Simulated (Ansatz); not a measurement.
Mulliken charges of C$_{3}$H$_{3}$F$_{2}$I (`FC(F)/C=C/I`) from PBE/def2-TZVPP in Ansatz (PBE0-D4/def2-TZVP geometry).

```tsv
atom	x (Å)	y (Å)	z (Å)	charge (e)
F1	0.369	-2.120	0.328	-0.158
C2	0.797	-0.838	0.182	0.253
F3	1.873	-0.878	-0.648	-0.158
C4	-0.280	-0.006	-0.420	-0.114
C5	-0.750	1.056	0.211	-0.091
I6	-2.242	2.277	-0.534	0.029
H7	1.131	-0.475	1.159	0.046
H8	-0.644	-0.325	-1.390	0.100
H9	-0.381	1.369	1.181	0.093
```

Task: By hand: the dipole of these point charges (1 e Å = 4.8032 D).

Result: Σ q r = (-0.165, 0.305, 0.134) e Å, of length 0.372 e Å = 1.79 D.

Task: How does the dipole of the full density compare? (Best estimate.)

Result: Ansatz gave: (-0.090, 0.247, 0.176) e Å, 1.52 D; the point charges give 1.18 times that, at 15° from its direction.

Point charges leave out the atoms' own dipoles, such as those of lone pairs, and Mulliken's split depends on the basis, so the two needn't agree.
